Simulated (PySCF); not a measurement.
SeFBr, SMILES F[Se]Br. The structure is a stationary point at ωB97X-D3(BJ)/def2-TZVP.

TDDFT-PBE0/def2-SVPD (PySCF) puts the lowest singlet excitations at 2.70, 3.14, 5.15, 5.50, 5.88, 5.97 eV.

**Question.** What are the lowest excitation roots from ADC(2)/aug-cc-pVDZ run with PySCF 2.14.0? (An estimate is asked for; the answer gives what the named calculation found.)

**Answer.** 2.95, 3.48, 5.48, 5.91, 6.24, 6.53 eV. S1 differs by 0.25 eV (second minus first; roots are paired by order, and the bases may differ).
